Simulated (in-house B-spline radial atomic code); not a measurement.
Radial electron density of Ir⁷⁺, [Xe] 4f14 5d2. All numbers are computed (scalar-relativistic (X2C) LC-wPBE, spin-polarised, spherical fractional occupations, exact exchange averaged over the configuration; Fermi nucleus of rms radius 5.4032 fm) with a radial B-spline atomic code at the basis-set limit, not measured.

One-electron X2C: radii and densities carry no picture-change correction, so inner-shell <1/r> comes out high (for 1s by about 2 % at Z = 33, 5 % at 54, 10 % at 75, 30 % at 118) and <r> low.

Columns: r (bohr), 4πr²n(r) (electrons per bohr), bar.

```
 0.00032    3.279 #
0.000394    4.371 #
0.000486     5.82 ##
0.000598    7.694 ##
0.000737    10.15 ###
0.000908    13.32 ####
 0.00112    17.41 #####
 0.00138    22.56 #######
  0.0017    28.98 #########
 0.00209    36.75 ###########
 0.00257    46.01 ##############
 0.00317    56.86 ##################
 0.00391    68.86 #####################
 0.00481    81.19 #########################
 0.00593    93.04 #############################
  0.0073    102.8 ################################
 0.00899    108.8 ##################################
  0.0111    109.9 ##################################
  0.0136    106.2 #################################
  0.0168    99.25 ###############################
  0.0207    93.81 #############################
  0.0255    95.25 ##############################
  0.0314    106.8 #################################
  0.0387    125.5 #######################################
  0.0477    140.8 ############################################
  0.0588    141.2 ############################################
  0.0724    126.2 #######################################
  0.0892    111.3 ###################################
    0.11    114.3 ####################################
   0.135      129 ########################################
   0.167    127.8 ########################################
   0.205      100 ###############################
   0.253    73.06 #######################
   0.312    73.93 #######################
   0.384    83.85 ##########################
   0.473    73.74 #######################
   0.582    48.64 ###############
   0.717    29.23 #########
   0.884    20.27 ######
    1.09    14.27 ####
    1.34    8.003 ##
    1.65     3.18 #
    2.03   0.8757 
    2.51   0.1555 
    3.09  0.01766 
     3.8 0.001076 
    4.68 2.862e-05
```

On this grid the curve has 4 maxima, near 0.0111, 0.0588, 0.135, 0.384 bohr.

The 5p down radial function P(r) = rR(r), positive near the nucleus:

```json
{"r (bohr)": "0.000486", "P": "0.001121"}
{"r (bohr)": "0.000737", "P": "0.002018"}
{"r (bohr)": "0.00112", "P": "0.003711"}
{"r (bohr)": "0.0017", "P": "0.006924"}
{"r (bohr)": "0.00257", "P": "0.01298"}
{"r (bohr)": "0.00391", "P": "0.02462"}
{"r (bohr)": "0.00593", "P": "0.04602"}
{"r (bohr)": "0.00899", "P": "0.08367"}
{"r (bohr)": "0.0136", "P": "0.1438"}
{"r (bohr)": "0.0207", "P": "0.2259"}
{"r (bohr)": "0.0314", "P": "0.296"}
{"r (bohr)": "0.0477", "P": "0.2665"}
{"r (bohr)": "0.0724", "P": "0.02983"}
{"r (bohr)": "0.11", "P": "-0.3322"}
{"r (bohr)": "0.167", "P": "-0.3459"}
{"r (bohr)": "0.253", "P": "0.2663"}
{"r (bohr)": "0.384", "P": "0.5946"}
{"r (bohr)": "0.582", "P": "-0.232"}
{"r (bohr)": "0.884", "P": "-1.101"}
{"r (bohr)": "1.34", "P": "-0.8587"}
{"r (bohr)": "2.03", "P": "-0.24"}
{"r (bohr)": "3.09", "P": "-0.01849"}
```
